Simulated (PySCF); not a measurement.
B(OH)₃ was optimised in PySCF in the def2-TZVP basis family (density fitting, no spin–orbit coupling) with several functionals.

One of them gave a singlet of C3h symmetry with a mean bond of 1.370 Å to B, wavenumbers 429 (×2), 441, 532 (×2), 672, 876, 1013 (×2), 1018, 1446 (×2), 3844 (×2), 3845 cm⁻¹ and a HOMO–LUMO gap of 9.21 eV.

Which level of theory was it?
A. B3LYP
B. PBE
C. PBE0

A. That is B3LYP, with B–O 1.370 Å (×3), O–H 0.962 Å (×3). The others give PBE0 1.366 Å and 3905 cm⁻¹ for the highest mode; PBE 1.379 Å and 3743 cm⁻¹ for the highest mode.

Only the bonding shown was studied: isomers, or loss of a ligand pair, can lie lower.
